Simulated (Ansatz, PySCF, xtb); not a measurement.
Gas-phase reaction in SMILES: Br[Se]Br + 2 [H][H] (H2) → 2 Br (HBr) + [SeH2] (H2Se)
Structures are relaxed separately at B3LYP-D3(BJ)/def2-TZVP in Ansatz (a first-principles code).

Wanted: energy of full hydrogenation (0 K, with B3LYP-D3(BJ) harmonic zero-point energies from PySCF), in eV. Correlated levels leave the core frozen unless marked. Spin-orbit coupling is left out. Frozen are the shells of the preceding noble gas and the d and f shells that filled before the atom's block. No relativistic terms. CBS(X,Y): correlation extrapolated as X^-3; Hartree-Fock from the larger set. [CCSD(T)-MP2]/basis is that difference in the basis named.

```tsv
level	program	energy of full hydrogenation (eV)	minus last row
GFN2-xTB	xtb	0.33	1.15
HF/aug-cc-pVTZ	Ansatz	-1.30	-0.48
HF/cc-pVTZ	Ansatz	-1.29	-0.47
HF/aug-cc-pVQZ	Ansatz	-1.29	-0.47
BLYP/def2-TZVPD	Ansatz	-0.57	0.25
B3LYP-D4/def2-TZVPD	Ansatz + dftd4	-0.63	0.19
PBE0-D4/def2-TZVP	Ansatz + dftd4	-0.76	0.06
HSE06/def2-TZVPD	Ansatz	-0.85	-0.03
wB97X/def2-TZVPD	Ansatz	-1.05	-0.23
B2PLYP/def2-TZVPD	Ansatz	-0.78	0.04
MP2/STO-3G	Ansatz	0.25	1.07
MP2/CBS(cc-pVTZ,cc-pVQZ)	Ansatz	-0.72	0.10
RI-MP2/aug-cc-pVQZ	Ansatz	-0.77	0.05
RI-MP2/cc-pVTZ	Ansatz	-0.85	-0.03
RI-MP2/CBS(aug-cc-pVTZ,aug-cc-pVQZ)	Ansatz	-0.71	0.11
SCS-MP2/cc-pVTZ	Ansatz	-0.88	-0.06
CCSD/aug-cc-pVDZ	Ansatz	-1.49	-0.67
CCSD/cc-pVTZ	Ansatz	-1.06	-0.24
CCSD(T)/cc-pVTZ	Ansatz	-0.94	-0.12
RI-MP2/CBS(aug-cc-pVTZ,aug-cc-pVQZ)+[CCSD(T)-MP2]/aug-cc-pVDZ	Ansatz	-0.79	0.03
CCSD(T)/CBS(cc-pVTZ,cc-pVQZ)	Ansatz	-0.82	0.00
```
